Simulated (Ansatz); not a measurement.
System: HgBr2, charge 0, singlet. HgBr2 (SMILES [Br][Hg][Br]).
B3LYP-D3(BJ)/def2-TZVP minimum from Ansatz (a first-principles code):
```xyz
3

Hg     0.0000     0.0000     0.0000
Br     0.0000     0.0000     2.4249
Br     0.0000     0.0000    -2.4249
```

Wanted: atomisation energy (electronic, to ground-state atoms), in kJ/mol. Radicals and triplets start from unrestricted determinants; spin-orbit coupling is neglected. Correlated methods leave the cores frozen (noble-gas shells, and filled d and f shells in the p block). Past Kr the def2 sets carry scalar-relativistic core potentials. CBS(X,Y): correlation extrapolated as X^-3, Hartree-Fock from the larger set. A bracket is a step between two methods taken in the basis named. Spin-orbit terms, left out, reach several kcal/mol for Br and I, and more for heavier atoms.

CCSD(T)/CBS(def2-TZVPP,def2-QZVPP) + [CCSDT(Q) - CCSD(T)]/def2-SVP (Ansatz) gives 397.5 kJ/mol.

Q: What does PBE/def2-TZVPD (Ansatz) give here, and how do the other levels compare?

A: PBE gives 396.2 kJ/mol, 1.3 kJ/mol below it. Differences of the others: r2SCAN/def2-TZVPD (Ansatz) 12.2; PBE0/def2-TZVPD (Ansatz) -1.8; wB97M-V/def2-TZVPD (Ansatz) 0.7; CCSD(T)/CBS(def2-TZVPP,def2-QZVPP) (Ansatz) -0.8 kJ/mol.
